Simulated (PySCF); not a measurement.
# Core binding energy against partial charge

C₅H₈O₂.
SMILES with atom numbers: `[CH3:1][CH2:2][C@H:3]1[O:4][CH2:5][C:6]1=[O:7]`

Cartesian coordinates in Å at the PBE0-D3(BJ)/def2-SVP level; atoms count from 1:
```
atom  x, y, z in Å
C1    -1.9883    0.4461    0.3247
C2    -1.0255   -0.0166   -0.7576
C3     0.2421   -0.6030   -0.1704
O4     1.2082   -1.0242   -1.1431
C5     2.2298   -0.1517   -0.6694
C6     1.2668    0.3843    0.3804
O7     1.2822    1.2279    1.2224
H8    -2.3174   -0.3955    0.9543
H9    -2.8862    0.9045   -0.1140
H10   -1.5147    1.1890    0.9842
H11   -1.4865   -0.7845   -1.4003
H12   -0.7518    0.8202   -1.4216
H13    0.0024   -1.4150    0.5446
H14    2.5665    0.5861   -1.4201
H15    3.1123   -0.6798   -0.2643
```

Binding energies: delta-SCF UKS SCAN, pcX-2 on the ionised atom, pcseg-1 elsewhere, spin-free X2C in PySCF. Charges: PBE0/pcSseg-1 ground-state density, for the ionised atom.

```tsv
atom	environment	C 1s (eV)	Mulliken (e)	IAO (e)	Hirshfeld (e)	ESP (e)
C1	methyl carbon	290.88	-0.304	-0.416	-0.112	-0.314
C2	chain CH2 carbon	291.03	-0.208	-0.255	-0.068	+0.020
C3	sp3 carbon bound to oxygen	292.33	+0.017	+0.033	+0.036	+0.272
C5	sp3 carbon bound to oxygen	292.51	+0.070	-0.117	-0.004	+0.045
C6	ketone carbonyl carbon	293.64	+0.173	+0.376	+0.165	+0.340
```

Q: Give the correlation coefficient and slope of binding energy on charge for each scheme.

A: Mulliken: r = 0.98, slope 5.6 eV per e; Hirshfeld: r = 0.96, slope 10.3 eV per e; IAO: r = 0.95, slope 3.6 eV per e; ESP: r = 0.83, slope 3.7 eV per e. On 5 points no scheme stands out.

Q: The point-charge model writes a binding energy as kq + V + constant, with V the potential of the other atoms' charges at the site. What does it give with the Hirshfeld charges?

A: V = Σ 14.40 eV Å × q/r over all other atoms: +1.50 eV at C1, +0.90 eV at C2, -0.34 eV at C3, +0.62 eV at C5, -2.45 eV at C6. Fitting binding energy − V to q gives k = 24.5 eV per e and leaves an rms residual of 0.13 eV, against 0.27 eV for the fit on q alone. The model has no term for differences in relaxation between sites.

Isolated species at its PBE0-D3(BJ)/def2-SVP geometry (one conformer only).
